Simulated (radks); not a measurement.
Excited configurations of I2+: one electron is placed in a higher orbital outside [Kr] 4d10 5s2 5p2. The ground configuration is [Kr] 4d10 5s2 5p3. Calculated with a radial shooting solver on a logarithmic mesh with Libxc functionals: Dirac Kohn-Sham, PBE, spin-unpolarised, spherical densities, finite nucleus; open shells fill j = l - 1/2 first; Fermi nuclear charge, rms radius 4.75 fm. Excitation = E - E(ground); binding = E(ion) - E, where the ion is the core of charge +3; n* = 3/sqrt(2 binding) in atomic units, and the quantum defect is n - n*.

| outer orbital | excitation (eV) | binding (eV) | quantum defect | <r> (bohr) |
|---|---|---|---|---|
| 5d3/2 | 13.198 | 15.526 | 2.192 | 3.203 |
| 5f5/2 | 22.139 | 6.585 | 0.688 | 7.258 |
| 6d3/2 | 20.416 | 8.309 | 2.161 | 6.692 |
| 6f5/2 | 24.177 | 4.548 | 0.811 | 11.66 |
| 7d3/2 | 23.419 | 5.306 | 2.196 | 10.97 |

The Delta-SCF ionisation energy is 28.724 eV (NIST Atomic Spectra Database: 29.57 eV, measured). Self-interaction in the functional shifts the binding energies and quantum defects, so they are the method's values and not measured ones. Spin polarisation and multiplet splitting are left out, so open shells lie too high by an amount that depends on their filling.

Beside tabulated values, note that spin-unpolarised runs miss the spin-polarisation part of the exchange energy of open shells.
